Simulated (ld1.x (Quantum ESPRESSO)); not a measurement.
Results of a calculation; reference values are marked as such.
Potentials for Si (Z = 14) compared

Generated with ld1.x 7.5 (TM, RRKJ, ultrasoft, PAW), atompaw 4.2 or ONCVPSP 4.0.1. The cutoff is in Ry: for ld1.x and atompaw files where the sum of valence levels is converged to 10 mRy in a Bessel basis, for ONCV files where the hardest occupied wave has 1 mHa per electron of residual kinetic energy. The error is the largest all-electron minus pseudo excitation energy over each file’s own four to seven test configurations (ionisations up to +4, promotions, holes and added fractions of an electron), all of which were solved. The labels leave out finer settings (local radius, basis sizes, second energies), which also bear on the numbers. Spin-polarised tests are not counted. The rows are a selection from randomly drawn settings: files with unsolved tests, undetermined cutoffs or missed reference levels are left out.

A true bound ghost makes a file unfit for plane-wave use even where its test errors are small: the radial tests pick states by their node count and pass the ghost by.

```tsv
potential	cutoff (Ry)	largest error (meV)	bound ghosts
ultrasoft, PBE, non-relativistic, rc 1.60/1.45/1.55 (spd), local smoothed, core correction no, reference 3s2 3p0	12	+79	p
TM, BLYP, scalar-relativistic, rc 1.60/2.25 (sp), local smoothed, core correction yes, reference 3s2 3p2	15	+68	none
TM semilocal, PBEsol, non-relativistic, rc 1.85/2.25 (sp), local s, core correction yes, reference 3s2 3p2	15	-9.9	none
PAW, BP86, scalar-relativistic, rc 1.65/2.10 (sp), local smoothed, core correction yes, reference 3s2 3p0	12	-24	none
```

Fill in the row for Si: ultrasoft, PBE, scalar-relativistic, rc 1.75/2.15/2.30 (spd), local smoothed, core correction no, reference 3s2 3p2.

cutoff 10 Ry, largest error +149 meV, bound ghosts: none.

Fill in the row for Si: PAW, LDA (PZ), non-relativistic, rc 1.75/2.30/1.70 (spd), local smoothed, core correction yes, reference 3s2 3p0.

cutoff 10 Ry, largest error -25 meV, bound ghosts: none.
